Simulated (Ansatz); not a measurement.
`FB(F)C1CC1` + `CNC` → `CN(C)B(F)F` + `C1CC1` at 600 K and 1 bar (ligand exchange at a B–C bond).

Computed with Ansatz on PBE0-D4/def2-TZVP structures; ΔE is electronic, products minus reactants. CBS: MP2 limit from def2 TZ/QZ plus the TZ coupled-cluster correction, frozen cores. Each species was taken in one conformer, which may not be the lowest.

| species | CCSD(T)/CBS energy (Eh) | H − E (kJ/mol) | S (J/(mol·K)) |
| --- | --- | --- | --- |
| `FB(F)C1CC1` | -341.65520 | 272.5 | 412.5 |
| `CNC` | -135.00321 | 284.6 | 333.5 |
| `CN(C)B(F)F` | -358.96075 | 307.0 | 425.7 |
| `C1CC1` | -117.73368 | 250.2 | 292.2 |

H − E and S are ideal-gas, rigid-rotor, harmonic terms from PBE0-D4/def2-TZVP, for one conformer and one mirror image of each species. 1 Eh = 2625.50 kJ/mol, R = 8.31446 J/(mol·K).

**Question.** By hand: ΔE, ΔH, ΔS and ΔG.

**Answer.** ΔE = (-358.96075) + (-117.73368) − (-341.65520) − (-135.00321) = -0.03602 Eh = -94.6 kJ/mol. Δ(H − E) = 307.0 + 250.2 − 272.5 − 284.6 = 0.1, so ΔH = -94.5 kJ/mol. ΔS = 425.7 + 292.2 − 412.5 − 333.5 = -28.1 J/(mol·K). ΔG = -94.5 − 600 × (-28.1)/1000 = -77.6 kJ/mol.

**Question.** By hand: the equilibrium constant, and the temperature at which ΔG would vanish if ΔH and ΔS stayed fixed.

**Answer.** log₁₀ K = −ΔG/(RT ln 10) = 6.8. ΔG = 0 at ΔH/ΔS = 3363 K, far beyond where these terms or the molecules hold.

ΔH outweighs TΔS. A doubt of 5 kJ/mol in ΔE shifts log₁₀ K by 0.4 here. Other conformers and mirror images would add mixing entropy, several J/(mol·K) or more a flexible species. These are equilibria of isolated gas molecules and say nothing of rates. Largest T1 diagnostic: 0.011 (customary marks: 0.02 for closed shells, 0.045 for open ones).
